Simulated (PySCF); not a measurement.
Working out the ionisation energy of Mo⁺

Mo⁺ [Kr] 4d5 (6S) → Mo²⁺ [Kr] 4d4 (5D). Calculation: PySCF 2.14, in def2-QZVPPD with the def2 core potential (28 electrons) (7s5p4d3f2g, 81 functions); a scalar-relativistic core potential. Frozen: nothing. Energies in hartree (1 hartree = 27.21139 eV):

```csv
part,Mo⁺ (lower),Mo²⁺ (upper)
UHF,-67.336925,-66.781946
MP2 opposite-spin,-0.236611,-0.225143
MP2 same-spin,-0.129257,-0.103025
```

Problem. What does Hartree-Fock give?

Solution. (-66.781946) − (-67.336925) = 0.554979 hartree = 15.102 eV.

Problem. What do MP2 and SCS-MP2 (6/5 opposite-spin, 1/3 same-spin) give?

Solution. The opposite-spin parts differ by 0.312 eV and the same-spin parts by 0.714 eV. MP2: 15.102 + (0.312) + (0.714) = 16.128 eV. SCS-MP2: 15.102 + 1.2 × (0.312) + (0.714)/3 = 15.714 eV.

Reference: 16.16 ± 0.12 eV (semi-empirical (NIST evaluation); NIST Atomic Spectra Database, ionization energies), between the lowest levels; spin-orbit coupling is absent from the calculation.

What remains against the reference includes basis incompleteness and correlation beyond second order.
